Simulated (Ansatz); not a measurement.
Total energies of `c1sc(-c2sc(-c3sc(-c4sc(-c5sc(-c6scc7c6OCCO7)c6c5OCCO6)c5c4OCCO5)c4c3OCCO4)c3c2OCCO3)c2c1OCCO2` from Ansatz at PBE0-D4/def2-TZVP, gas phase (1 Eh = 27.2114 eV = 2625.5 kJ/mol). The reference geometry is relaxed at PBE-D4/def2-SVP.

| state | geometry | energy (Eh) |
| --- | --- | --- |
| charge 0 singlet | reference | -4676.85764 |
| charge 1 doublet | reference | -4676.66611 |
| charge -1 doublet | reference | -4676.88915 |
| free C atom (triplet) | – | -37.80537 |
| free S atom (triplet) | – | -397.97371 |
| free O atom (triplet) | – | -75.01860 |
| free H atom (doublet) | – | -0.50104 |

Single mean-field runs in def2-TZVP are fitted with def2-universal-jkfit.

Question: Work out the vertical ionisation energy to the doublet.

Answer: E(charge 1 doublet) − E(charge 0 singlet) = -4676.66611 − (-4676.85764) = 0.19153 Eh = 5.21 eV. For comparison, −ε of the highest occupied level is 4.35 eV at this level, 0.86 eV less.

Question: Work out the vertical electron affinity, to the doublet.

Answer: E(charge 0 singlet) − E(charge -1 doublet) = -4676.85764 − (-4676.88915) = 0.03151 Eh = 0.86 eV. The basis lacks diffuse functions, which makes affinities too small.

Question: Give the fundamental gap IE − EA, the Mulliken electronegativity (IE + EA)/2 and the hardness (IE − EA)/2.

Answer: From the values in Eh: IE − EA = 0.19153 − 0.03151 = 0.16002 Eh = 4.35 eV; (IE + EA)/2 = 3.03 eV; (IE − EA)/2 = 2.18 eV. The HOMO–LUMO gap of the same run is 2.72 eV, 1.63 eV smaller than the fundamental gap.

Question: What is the binding energy per atom against free atoms?

Answer: Atoms: 36 × (-37.80537) + 6 × (-397.97371) + 12 × (-75.01860) + 26 × (-0.50104) = -4662.08582 Eh. Binding: -4662.08582 − (-4676.85764) = 14.77182 Eh = 401.96 eV, or 5.02 eV for each of 80 atoms (no zero-point energy, no counterpoise term).

At PBE0-D4/def2-TZVP the highest occupied level of the charge -1 doublet lies above zero (up to 0.00 eV). By energy differences its removal costs 0.86 eV (vertical, to the charge 0 singlet, at PBE0-D4/def2-TZVP); self-interaction error and the lack of diffuse functions both raise the level.
